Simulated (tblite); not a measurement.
A geometry optimisation, step by step.

Species: C4H6BN3S.
Bonds: C1–C2 (double), C2–C3, C3–N4 (triple), C2–C5, C5–S6 (double), C5–N7, N7–B8, B8–N9. Hydrogens: H10, H11 on C1; H12 on N7; H13 on B8; H14, H15 on N9.

Computed with GFN2-xTB (tblite), gas phase: L-BFGS steps from a force-field or distance-geometry start until the largest atomic force falls under 0.01 eV/Å. 7 of its 151 geometries are shown.

Step 0: E = -674.1378 eV, largest atomic force 3.508 eV/Å
```
atom  x, y, z in Å  |  force x, y, z in eV/Å
C1     -1.438    1.133   -0.582   -1.756   2.722  -1.176
C2     -1.585   -0.012    0.009   -0.224  -2.003   1.169
C3     -2.937   -0.408    0.349   -2.459  -1.048   0.763
N4     -4.041   -0.704    0.612    3.262   0.990  -0.829
C5     -0.545   -0.946    0.401    2.108  -1.352   0.073
S6     -1.031   -2.341    1.148   -0.042  -0.074   0.093
N7      0.843   -0.805    0.189   -0.468   0.974  -0.110
B8      1.547    0.362   -0.463    1.768  -2.227  -0.524
N9      2.992    0.632   -0.018   -2.287  -0.264   0.877
H10    -2.386    1.690   -0.771    0.903  -0.209  -0.021
H11    -0.556    1.609   -0.909    0.772   0.121  -0.087
H12     1.480   -1.594    0.533   -1.611   1.410  -0.189
H13     1.400    0.443   -1.646   -0.570   0.796   0.684
H14     2.904    1.235    0.829    0.566  -0.539  -0.819
H15     3.348   -0.283    0.297    0.038   0.704   0.095
```

Step 25: E = -676.0147 eV, largest atomic force 0.256 eV/Å
```
atom  x, y, z in Å  |  force x, y, z in eV/Å
C1     -1.469    1.127   -0.584   -0.033   0.165   0.040
C2     -1.581   -0.107   -0.082   -0.085   0.026  -0.095
C3     -2.900   -0.527    0.257   -0.121  -0.014   0.225
N4     -3.974   -0.746    0.588   -0.039  -0.050  -0.150
C5     -0.536   -1.048    0.303   -0.074   0.104   0.133
S6     -1.041   -2.375    1.165    0.162  -0.140  -0.067
N7      0.782   -0.818    0.132   -0.058   0.059  -0.093
B8      1.567    0.270   -0.408    0.032  -0.037  -0.044
N9      2.836    0.441    0.117   -0.040  -0.138   0.040
H10    -2.339    1.738   -0.731   -0.205  -0.003  -0.064
H11    -0.532    1.580   -0.816    0.108   0.077  -0.001
H12     1.308   -1.547    0.602    0.110   0.016   0.039
H13     1.216    0.985   -1.263    0.049  -0.117   0.051
H14     3.431    1.213   -0.110    0.140  -0.004  -0.104
H15     3.228   -0.177    0.808    0.053   0.055   0.091
```

Step 50: E = -676.1078 eV, largest atomic force 0.073 eV/Å
```
atom  x, y, z in Å  |  force x, y, z in eV/Å
C1     -1.550    1.188   -0.504    0.011   0.023  -0.015
C2     -1.633   -0.067   -0.043    0.016  -0.003   0.013
C3     -2.941   -0.585    0.214   -0.008   0.005  -0.025
N4     -4.016   -0.917    0.428    0.045   0.011  -0.057
C5     -0.551   -0.971    0.345    0.004   0.005   0.025
S6     -0.985   -2.435    0.994   -0.002  -0.023   0.045
N7      0.763   -0.656    0.287    0.005   0.036   0.013
B8      1.610    0.285   -0.400    0.011   0.032  -0.027
N9      2.917    0.370    0.060   -0.035  -0.048   0.001
H10    -2.445    1.750   -0.717   -0.040  -0.013   0.013
H11    -0.616    1.684   -0.680    0.054  -0.021   0.031
H12     1.294   -1.343    0.814   -0.038  -0.033  -0.004
H13     1.270    0.906   -1.328   -0.014  -0.008   0.039
H14     3.629    0.950   -0.344   -0.031   0.025  -0.042
H15     3.250   -0.152    0.854    0.021   0.012  -0.013
```

Step 75: E = -676.2156 eV, largest atomic force 0.290 eV/Å
```
atom  x, y, z in Å  |  force x, y, z in eV/Å
C1     -1.503    1.266   -0.194    0.152  -0.050   0.022
C2     -1.582   -0.056    0.013    0.041  -0.017  -0.066
C3     -2.816   -0.689   -0.314    0.238   0.115   0.119
N4     -3.848   -1.110   -0.569   -0.167  -0.166  -0.103
C5     -0.562   -0.898    0.645    0.025  -0.046   0.000
S6     -1.053   -2.228    1.494   -0.048   0.039   0.063
N7      0.756   -0.594    0.572    0.057  -0.043  -0.119
B8      1.504    0.204   -0.365    0.001   0.058  -0.028
N9      2.883    0.289   -0.238    0.059   0.074  -0.130
H10    -2.321    1.784   -0.667    0.031   0.087   0.112
H11    -0.631    1.828    0.101   -0.127   0.008  -0.045
H12     1.302   -1.206    1.175   -0.068   0.056  -0.038
H13     0.984    0.763   -1.248   -0.056   0.014   0.038
H14     3.432    0.878   -0.845   -0.059  -0.176   0.080
H15     3.451   -0.222    0.417   -0.079   0.047   0.097
```

Step 100: E = -676.2824 eV, largest atomic force 0.037 eV/Å
```
atom  x, y, z in Å  |  force x, y, z in eV/Å
C1     -1.530    1.313    0.001   -0.005   0.015   0.006
C2     -1.563   -0.022    0.021    0.006   0.011  -0.006
C3     -2.651   -0.730   -0.555    0.033   0.003   0.016
N4     -3.518   -1.296   -1.044    0.009   0.006  -0.001
C5     -0.568   -0.842    0.733   -0.003  -0.005  -0.009
S6     -1.109   -1.944    1.831   -0.008  -0.015   0.002
N7      0.748   -0.625    0.539   -0.004   0.009   0.002
B8      1.448    0.144   -0.458   -0.001   0.009   0.007
N9      2.825    0.233   -0.344    0.021   0.020  -0.023
H10    -2.321    1.888   -0.449   -0.016   0.001  -0.012
H11    -0.720    1.854    0.460   -0.013  -0.001  -0.008
H12     1.311   -1.173    1.181    0.008  -0.006  -0.004
H13     0.885    0.667   -1.337   -0.016  -0.017   0.018
H14     3.402    0.734   -0.995   -0.015  -0.014   0.003
H15     3.356   -0.194    0.397    0.006  -0.017   0.010
```

Step 125: E = -676.2850 eV, largest atomic force 0.028 eV/Å
```
atom  x, y, z in Å  |  force x, y, z in eV/Å
C1     -1.564    1.332    0.044    0.002  -0.007   0.006
C2     -1.552   -0.004    0.034    0.007   0.011  -0.006
C3     -2.580   -0.734   -0.614   -0.021   0.002  -0.018
N4     -3.397   -1.318   -1.165    0.016   0.001   0.010
C5     -0.565   -0.816    0.770   -0.013   0.009   0.009
S6     -1.125   -1.904    1.871    0.010  -0.002   0.004
N7      0.752   -0.607    0.578   -0.006  -0.005   0.002
B8      1.438    0.136   -0.448    0.008   0.000  -0.002
N9      2.820    0.197   -0.387    0.004  -0.005   0.009
H10    -2.351    1.890   -0.435   -0.001  -0.009   0.008
H11    -0.797    1.889    0.554   -0.005   0.002  -0.013
H12     1.315   -1.154    1.220    0.002  -0.002   0.000
H13     0.851    0.656   -1.311   -0.011   0.006  -0.005
H14     3.378    0.671   -1.073    0.010   0.007   0.002
H15     3.372   -0.228    0.339   -0.002  -0.009  -0.006
```

Step 150: E = -676.2862 eV, largest atomic force 0.005 eV/Å
```
atom  x, y, z in Å  |  force x, y, z in eV/Å
C1     -1.608    1.344    0.066   -0.001  -0.001   0.001
C2     -1.553    0.010    0.039    0.000  -0.002   0.002
C3     -2.535   -0.747   -0.649    0.003   0.003   0.000
N4     -3.309   -1.358   -1.231   -0.004  -0.003  -0.001
C5     -0.563   -0.786    0.791    0.000  -0.002   0.001
S6     -1.121   -1.845    1.920    0.001   0.001  -0.001
N7      0.754   -0.598    0.580   -0.002   0.000  -0.001
B8      1.442    0.150   -0.441    0.002  -0.001  -0.001
N9      2.826    0.156   -0.410    0.000  -0.002   0.003
H10    -2.403    1.880   -0.425    0.002   0.002  -0.001
H11    -0.872    1.921    0.599   -0.001   0.002  -0.001
H12     1.317   -1.154    1.215    0.001   0.001   0.000
H13     0.854    0.722   -1.270    0.000   0.000   0.002
H14     3.391    0.636   -1.088   -0.001   0.002  -0.001
H15     3.375   -0.325    0.283   -0.001   0.000  -0.001
```

**Question.** Summarise the path.

**Answer.** The energy falls by 207.29 kJ/mol from step 0 to step 150; nine tenths of that is first reached at step 34. It never rises by more than 0.2 meV. The largest force goes from 3.508 to 0.005 eV/Å. Among the bonds B8–N9 changes most, from 1.536 to 1.384 Å; the atoms move by 1.030 Å rms after alignment.

**Question.** Follow the three bonds and two angles with the largest change from start to end.

**Answer.** 
```
step  E above end (kJ/mol)  largest force (eV/Å)  B8–N9 (Å)  N7–B8 (Å)  C5–N7 (Å)  B8–N9–H15 (°)  B8–N9–H14 (°)
   0                207.29                 3.508      1.536      1.510      1.411          104.9          104.9
   7                112.14                 0.586      1.447      1.440      1.352          111.3          122.5
  13                 81.82                 1.198      1.411      1.420      1.357          123.5          112.4
  20                 38.51                 0.867      1.386      1.441      1.354          122.5          120.5
  26                 25.01                 0.231      1.382      1.444      1.350          124.0          122.9
  33                 20.75                 0.147      1.386      1.444      1.352          123.9          123.4
  39                 19.59                 0.094      1.386      1.443      1.350          123.8          122.9
  46                 17.84                 0.165      1.386      1.442      1.352          123.2          124.3
  52                 17.07                 0.078      1.388      1.441      1.353          123.0          124.4
  59                 15.99                 0.159      1.387      1.436      1.352          123.8          123.8
  65                 12.73                 0.168      1.386      1.443      1.357          126.4          122.0
  72                  8.99                 0.342      1.388      1.439      1.354          125.3          120.7
  78                  4.44                 0.228      1.386      1.443      1.351          124.1          122.8
  85                  1.89                 0.252      1.384      1.440      1.349          122.9          124.4
  91                  0.89                 0.360      1.383      1.440      1.348          123.3          123.8
  98                  0.42                 0.042      1.385      1.440      1.348          124.0          123.4
 104                  0.32                 0.036      1.385      1.441      1.348          123.7          123.5
 111                  0.19                 0.026      1.384      1.440      1.347          124.0          123.3
 117                  0.15                 0.026      1.385      1.440      1.347          124.0          123.2
 124                  0.12                 0.031      1.384      1.440      1.347          124.1          123.1
 130                  0.08                 0.020      1.384      1.441      1.347          124.0          123.2
 137                  0.03                 0.022      1.384      1.440      1.347          124.0          123.3
 143                  0.02                 0.012      1.384      1.440      1.347          123.9          123.3
 150                  0.00                 0.005      1.384      1.440      1.347          124.0          123.3
```

What follows is the cost of the whole relaxation. The run took 1.8 s wall on Arm Neoverse N1, one thread, no GPU, on a shared host.
